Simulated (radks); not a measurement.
The numbers below are computed, except where a source is named.
Removal energies from neutral tantalum, [Xe] 4f14 5d(3/2: 3, 5/2: 0) 6s2, by Delta-SCF beside the eigenvalue of the level emptied. Level of theory: Dirac Kohn-Sham, BLYP, spin-unpolarised, spherical densities, finite nucleus; Fermi nuclear charge, rms radius of each element as measured or else 0.836 A^(1/3) + 0.57 fm (a radial shooting solver on a logarithmic mesh with Libxc functionals). Sub-shells are occupied by j as written (lower j first in brackets).

\begin{tabular}{lrrr}
removed from & final configuration & Delta-SCF (eV) & -eigenvalue (eV) \\ \hline
5d3/2 & [Xe] 4f14 5d(3/2: 2, 5/2: 0) 6s2 & 7.757 & 3.602 \\
6s1/2 & [Xe] 4f14 5d(3/2: 3, 5/2: 0) 6s1 & 8.298 & 5.223 \\
4f7/2 & [Xe] 4f(5/2: 6, 7/2: 7) 5d(3/2: 3, 5/2: 0) 6s2 & 32.044 & 23.086 \\
4f5/2 & [Xe] 4f(5/2: 5, 7/2: 8) 5d(3/2: 3, 5/2: 0) 6s2 & 34.116 & 25.068 \\
\end{tabular}
